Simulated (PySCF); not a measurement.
A structure optimised at PBE-D3(BJ)/def2-SVP, used in a PySCF frequency run:

```xyz
10

Si     1.0059     0.4042     0.0000
F      1.4073    -0.4977     1.3122
F      1.4073    -0.4977    -1.3122
Si    -1.3432     0.6159     0.0000
N     -2.1413    -0.9454     0.0000
H      1.9067     1.6079     0.0000
H     -1.7658     1.3690    -1.2323
H     -1.7658     1.3690     1.2323
H     -1.9984    -1.5253     0.8334
H     -1.9984    -1.5253    -0.8334
```
Charge 0, spin multiplicity 1.

Q: Write its SMILES, formula and point group.

A: N[SiH2][SiH](F)F, F₂H₅NSi₂, Cs

Q: What are its rotational constants (standard atomic weights)?

A: 4.2855, 1.7786, 1.6515 GHz
